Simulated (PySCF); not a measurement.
Compound: C6H18BN.
SMILES: `CCC[BH2-][N+](C)(C)C`

Torsions of this conformer, `[CH3:1][CH2:2][CH2:3][BH2-:4][N+:5]([CH3:6])([CH3:7])[CH3:8]`: C1–C2–C3–B4 180°, C2–C3–B4–N5 -178°, C3–B4–N5–C6 62°.

The closed-shell ground state was solved at several levels (PySCF, density fitting, gas phase, non-relativistic). Isolated species at its PBE0-D3(BJ)/def2-SVP geometry (one conformer only).

```json
{"level": "HF/pcSseg-1", "basis functions": "226", "total energy (Eh)": "-316.7508", "HOMO (eV)": "-10.50", "LUMO (eV)": "3.84", "gap (eV)": "14.34", "dipole (D)": "5.38"}
{"level": "PBE0/pcSseg-1", "basis functions": "226", "total energy (Eh)": "-318.6343", "HOMO (eV)": "-7.28", "LUMO (eV)": "0.94", "gap (eV)": "8.22", "dipole (D)": "5.19"}
```

(1) What might CAM-B3LYP/def2-SVPD (304 basis functions) give for the same quantities?

(2) Over all these levels, which gives the widest orbital gap and which the narrowest?

(3) How far do the dipole and the HOMO energy spread over the levels?

Answers

(1) Total energy -318.6684 Eh, HOMO -8.71 eV, LUMO 0.99 eV, gap 9.70 eV, dipole 5.08 D.

(2) HF/pcSseg-1 (Hartree–Fock, all exact exchange) has the widest, 14.34 eV, and PBE0/pcSseg-1 (global hybrid, 25 % exact exchange) the narrowest, 8.22 eV. The two share the basis. From the narrowest to the widest the HOMO moves by -3.22 eV and the LUMO by +2.90 eV. The HOMO need not be the same orbital at Hartree–Fock and at DFT levels.

(3) The dipole runs from 5.08 to 5.38 D (mean 5.22 D) and the HOMO from -10.50 to -7.28 eV.
